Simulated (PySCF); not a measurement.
Species: C6H8NO (doublet state).
Geometry (GFN2-xTB, Å), atoms numbered from 1 in this order:
```
atom  x, y, z in Å
C1     2.4532   -0.2656   -0.2489
C2     1.0126   -0.5944   -0.1315
C3     0.0128    0.3525    0.0285
C4     0.1025    1.7853    0.1176
N5    -1.0640    2.3315    0.2617
O6    -1.9876    1.3351    0.2815
C7    -1.3735    0.1482    0.1433
C8    -2.1879   -1.0873    0.1360
H9     2.6692    0.7218    0.1510
H10    3.0577   -1.0047    0.2767
H11    2.7696   -0.2811   -1.2968
H12    0.7266   -1.6321   -0.2052
H13    0.9763    2.4029    0.0735
H14   -2.0224   -1.6450   -0.7856
H15   -1.9128   -1.7310    0.9720
H16   -3.2399   -0.8272    0.2148
```

The hyperfine couplings belong to this conformer and change with its torsions.

Identity: `C[CH]C1=C(C)ON=C1` [radical].

Method used: UKS B3LYP, pcH-1 on C H N O, non-relativistic, mean-field spin-orbit, GIAO in PySCF. Isolated species at its GFN2-xTB geometry (one conformer only). A GFN2-xTB geometry isn't a minimum of the functional, and hyperfine couplings can be far from their values at a DFT geometry.

Q: What are Nα, Nβ and the exact ⟨S²⟩?

A: 59 electrons with 2S = 1: 30 α and 29 β; S(S+1) = 0.75.

Mulliken spin populations, one withheld:

```tsv
atom	bound to	population
C1	C2, H9, H10, H11	-0.0637
C2	C1, C3, H12	?
C3	C2, C4, C7	-0.1853
C4	C3, N5, H13	+0.0912
N5	C4, O6	-0.0386
O6	N5, C7	+0.0236
C7	O6, C8, C3	+0.3698
C8	C7, H14, H15, H16	-0.0339
H9	C1	+0.0066
H10	C1	+0.0175
H11	C1	+0.0433
H12	C2	-0.0344
H13	C4	-0.0042
H14	C8	+0.0172
H15	C8	+0.0186
H16	C8	+0.0006
```

Q: Fill in the missing population.

A: 1 − (0.2283) gives +0.772, since all populations sum to 2S.

Q: Sum the populations by element and by sign.

A: Carbon +0.95, hydrogen +0.07, oxygen +0.02, nitrogen -0.04. The positive populations sum to 1.36, the negative ones to -0.36.

Q: With ⟨S²⟩ = 0.7687, find the sum of squared α–β overlaps and estimate the admixture of higher spin.

A: Σ|⟨iα|jβ⟩|² over occupied orbitals = Nβ − [⟨S²⟩ − S(S+1)] = 29 − 0.0187 = 28.9813. If the quartet state (S + 1) were the only admixture, its weight would be 0.0187/(2S + 2) = 0.62 %. For Kohn–Sham this describes the determinant of the orbitals, not the true wave function.

Q: What Fermi-contact NMR shifts do the couplings of C1, C3, C4, N5, C7, C8, H9/H10/H11 imply at 298 K (Curie law, g = gₑ)?

A: δ = a_FC·h·gₑ μB S(S+1)/(3 g_N μN kT), with k/h = 20836.6 MHz/K:

```tsv
nuclei	isotope	a_FC (MHz)	g_N	contact shift (ppm)
C1	13C	-26.09	1.4048	-2749
C3	13C	-44.59	1.4048	-4698
C4	13C	10.56	1.4048	+1113
N5	14N	-1.04	0.4038	-381
C7	13C	39.81	1.4048	+4195
C8	13C	-13.45	1.4048	-1417
H9/H10/H11	1H	56.49	5.5857	+1497
```

The shifts go as 1/T: at 348 K they are 0.856 times these. Entries for several nuclei are means.

Class means assume fast exchange of nuclei equivalent by connectivity; if that motion is slow, each nucleus keeps its own coupling. The three 1H nuclei of mean +56.5 MHz run from 14.6 to 108.1 MHz in the frozen geometry.

β density exceeds α density at some nuclei, such as C3 (-0.0397), C1 (-0.0232) and C8 (-0.0120), spin density in bohr⁻³. In a single determinant that takes different orbitals for the two spins, that is spin polarisation.
